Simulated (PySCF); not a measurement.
# BiN: one state, many levels of theory

State: ¹Σ⁺ (singlet), closed shell. Set-up: Bi def2-SVP with ECP60, N def2-SVP; scalar-relativistic core potentials (PySCF 2.14). De refers to Bi + N in their high-spin ground configurations, without counterpoise correction. A positive dipole means Bi(−)N(+). Levels whose curve was spin-contaminated or gave no clean fit are not listed.

```
      Level  Re (Å)  ωe (cm⁻¹)  De (eV)  μ (D)  CPU s a point (SCF and correlation, without the integrals)
        RHF   1.862        985    -3.03  -4.55                                                       0.039
   RHF-CCSD   1.945        777     1.39    n/a                                                         n/a
RHF-CCSD(T)   1.979        695     1.99    n/a                                                        0.71
        LDA   1.925        820     4.20  -3.48                                                        0.33
        PBE   1.945        794     3.33  -3.55                                                        0.82
```

Question: What does the gradient correction do here, going from LDA to PBE?

Answer: PBE less LDA: +2.0 pm in Re, -3.2 % in ωe, -0.87 eV in De. The gradient correction favours the more uneven density of free atoms, so it tends to lengthen bonds and takes away much of the overbinding of LDA; so it does here.

Question: What does the triples do here, going from RHF-CCSD to RHF-CCSD(T)?

Answer: RHF-CCSD(T) less RHF-CCSD: +3.4 pm in Re, -10.6 % in ωe, +0.60 eV in De. Correlation nearly always deepens the well. The bond lengthens, as in strong covalent bonds, where excitations into antibonding orbitals dominate.

Question: What does all correlation do here, going from RHF to RHF-CCSD(T)?

Answer: RHF-CCSD(T) less RHF: +11.7 pm in Re, -29.4 % in ωe, +5.02 eV in De. Correlation nearly always deepens the well. The bond lengthens, as in strong covalent bonds, where excitations into antibonding orbitals dominate.

Correlated steps freeze 5 core orbitals. Correlated levels converge slowly with the basis: in double zeta they bind strong bonds too weakly, by up to about 1 eV, and carry superposition errors of some tenths. Spin–orbit coupling is left out, which matters for elements this heavy, above all for dissociation energies. Where the molecule has an RHF reference, its open-shell atoms are computed with UHF. The CCSD T1 diagnostic is raised, a sign that a single reference may not be enough here. A negative De means that the minimum lies above the separated atoms at that level.

The whole job (state search and all levels along the bond) took about 1.7 min on 1 thread of Arm Neoverse V1 (shared host), peak memory 0.47 GiB.
